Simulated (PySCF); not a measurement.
Telling isomers of C$_{8}$H$_{7}$N$_{3}$ apart by NMR

All values are calculated (PySCF 2.14): σ from GIAO-PBE0/pcSseg-1, geometry: GFN2-xTB. Fast rotation and ring inversion assumed for equivalent nuclei, gas phase, non-relativistic, one conformer.

Scale: 1H and 13C vs TMS (reference shieldings calculated alike). Where no couplings were computed, multiplicities follow the n + 1 count of equivalent neighbours, and m marks all less simple cases (inequivalent or close neighbours, rings, F or P nearby). Shifts are as computed. Against solution values, carbons near 30 ppm lie about +3 ppm off and those near 130 ppm about +5 ppm. Of 1211 compounds with measured shifts, 218 miss one by over three times the rms of a fit or turn the order of signals round; such compounds aren't used in these exercises.

(1) Tabulate the signals of `c1ccc(-n2cnnc2)cc1`, `CC1(C(C#N)(C#N)C#N)CC1`, `C#Cc1nn(CC)nc1C#C`, `C=Cc1cccc2cnnn12` and their relative energies.

(2) What is the quickest way to tell C#Cc1nn(CC)nc1C#C from C=Cc1cccc2cnnn12?

(3) What is the quickest way to tell CC1(C(C#N)(C#N)C#N)CC1 from C#Cc1nn(CC)nc1C#C?

(4) What is the quickest way to tell c1ccc(-n2cnnc2)cc1 from C#Cc1nn(CC)nc1C#C?

Answers

(1) 
| SMILES | carbon types | δC | δH | E rel. (kcal/mol) |
| --- | --- | --- | --- | --- |
| c1ccc(-n2cnnc2)cc1 | 1×C 7×CH | 143.4, 140.8, 136.1, 133.2, 126.2 | 8.24 (s, 2H), 7.86 (m, 2H), 7.69 (t, 1H), 7.68 (d, 2H) | 0.0 |
| CC1(C(C#N)(C#N)C#N)CC1 | 5×C 2×CH2 1×CH3 | 114.9, 31.5, 25.5, 21.6, 13.7 | 1.63 (s, 3H), 1.29 (m, 2H), 0.79 (m, 2H) | 58.3 |
| C#Cc1nn(CC)nc1C#C | 4×C 2×CH 1×CH2 1×CH3 | 140.6, 94.6, 77.8, 51.9, 19.4 | 4.46 (q, 2H), 3.08 (s, 2H), 1.49 (t, 3H) | 91.4 |
| C=Cc1cccc2cnnn12 | 2×C 5×CH 1×CH2 | 142.2, 139.7, 139.0, 134.9, 129.7, 129.4, 121.8, 121.6 | 9.14 (m, 1H), 8.32 (m, 1H), 7.97 (d, 1H), 7.53 (m, 1H), 7.16 (m, 1H), 7.14 (d, 1H), 6.59 (m, 1H) | 22.5 |

Energies are electronic energies at PBE0/pcSseg-1 on these geometries, without zero-point or thermal terms, each for the one conformer computed, which needn't be the lowest.

(2) Count the carbon signals: 5 against 8. The first has an alkyne carbon (C) at 77.8 ppm, the second a terminal =CH2 carbon at 139.7 ppm. Their most deshielded carbons lie at 140.6 and 142.2 ppm. In the proton spectra the most deshielded non-exchanging signals are 4.46 (q, 2H) and 9.14 (m, 1H).

(3) Both give the same number of carbon signals, but DEPT or the intensities differ. The first has a three-membered-ring carbon (C) at 25.5 ppm, the second a terminal alkyne carbon (CH) at 94.6 ppm. Their most deshielded carbons lie at 114.9 and 140.6 ppm. In the proton spectra the most deshielded non-exchanging signals are 1.63 (s, 3H) and 4.46 (q, 2H).

(4) Both give the same number of carbon signals, but DEPT or the intensities differ. The first has an aromatic CH between two ring heteroatoms at 143.4 ppm, the second an alkyne carbon (C) at 77.8 ppm. Their most deshielded carbons lie at 143.4 and 140.6 ppm. In the proton spectra the most deshielded non-exchanging signals are 8.24 (s, 2H) and 4.46 (q, 2H).
